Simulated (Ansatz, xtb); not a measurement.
**Relative energy of two isomers of C3H6OSSi**

We compare X, `C1=CS[SiH2]OC1`, a singlet, with Y, `C=C(C=O)S[SiH3]`, a singlet. Both are isolated molecules in the gas phase, relaxed with PBE0-D3(BJ)/def2-SVP; the shapes shown needn't be the lowest conformers.

X (Å):

| atom | x (Å) | y (Å) | z (Å) |
| --- | --- | --- | --- |
| C | -1.5343 | 0.4945 | -1.2927 |
| C | -0.9100 | 0.3177 | -0.1195 |
| C | -1.2457 | 1.4724 | -2.3909 |
| O | -0.0466 | 2.1936 | -2.2902 |
| S | 0.5104 | 1.1647 | 0.5265 |
| Si | 1.2641 | 1.6752 | -1.4139 |
| H | -2.3986 | -0.1505 | -1.4871 |
| H | -1.2877 | -0.4417 | 0.5716 |
| H | 1.8824 | 0.4728 | -2.0437 |
| H | 2.2315 | 2.7943 | -1.2997 |
| H | -2.0722 | 2.2072 | -2.4280 |
| H | -1.2789 | 0.9343 | -3.3585 |

Y (Å):

```xyz
12

C    -0.6675    1.2016   -1.9955
C    -0.2594    0.6205   -0.8516
C     1.1847    0.3839   -0.6759
O     1.6711   -0.1283    0.3038
S    -1.3689    0.1399    0.4229
Si   -0.1744   -0.7375    2.0192
H     0.0690    1.4798   -2.7548
H    -1.7191    1.4110   -2.2025
H     1.8233    0.7162   -1.5279
H     0.7129    0.2096    2.7456
H    -1.3370   -1.0360    2.9182
H     0.4735   -2.0353    1.6909
```

Quicker runs give these differences E(Y) − E(X): GFN2-xTB +183.1 kJ/mol; HF/STO-3G +196.5 kJ/mol (at GFN2-xTB geometries); r2SCAN-D4/def2-SVP +112.9 kJ/mol (at GFN2-xTB geometries).

**Question.** Estimate E(Y) − E(X) at the level CCSD(T)/def2-SVP + ΔMP2/def2-TZVPP.

**Answer.** Calculated at CCSD(T)/def2-SVP + ΔMP2/def2-TZVPP: E(Y) − E(X) = +135.2 kJ/mol, so structure X lies lower.

The same difference at several levels:

| level | geometry | E(Y) − E(X) (kJ/mol) | departure from the last row (kJ/mol) | job, with rough time for the two |
| --- | --- | --- | --- | --- |
| GFN2-xTB | GFN2-xTB | +183.1 | +47.9 | optimisation, 0.3 s |
| HF/STO-3G | GFN2-xTB | +196.5 | +61.3 | single point, 0.72 s |
| r2SCAN-D4/def2-SVP | GFN2-xTB | +112.9 | −22.3 | single point, 4.1 s |
| PBE0-D3(BJ)/def2-SVP | PBE0-D3(BJ)/def2-SVP | +123.6 | −11.6 | optimisation, 96 s |
| HF/def2-SVP | PBE0-D3(BJ)/def2-SVP | +124.2 | −11.1 | part of the CCSD(T) run |
| MP2/def2-SVP | PBE0-D3(BJ)/def2-SVP | +114.7 | −20.5 | part of the CCSD(T) run |
| CCSD(T)/def2-SVP | PBE0-D3(BJ)/def2-SVP | +107.4 | −27.8 | single point |
| CCSD(T)/def2-SVP + ΔMP2/def2-TZVPP | PBE0-D3(BJ)/def2-SVP | +135.2 |  | single point, 47 s |

As drawn, Y has 1 C=O, 1 Si–H in place of 1 O–Si, 1 C–O, 1 C–H. Structure X has a 6-membered ring, Y no ring.

The levels shown agree on the order. The largest departure from CCSD(T)/def2-SVP + ΔMP2/def2-TZVPP is that of HF/STO-3G, 61.3 kJ/mol. The last row adds to CCSD(T) the change of the MP2 difference between the two basis sets, here +27.8 kJ/mol, a large step that makes the value less sure.

With thermal terms from frequencies at re-optimised GFN2-xTB minima (ideal gas, soft modes damped towards free rotors, one conformer each, 298.15 K, 1 atm): the zero-point term adds −14.0 kJ/mol; ΔH is +123.4 and ΔG +119.3 kJ/mol.

The correlated steps freeze 14 core orbitals. Programs: Ansatz 0.2.0, xtb 6.7.1; the last row on 2 threads of Intel(R) Xeon(R) Processor on a shared host.
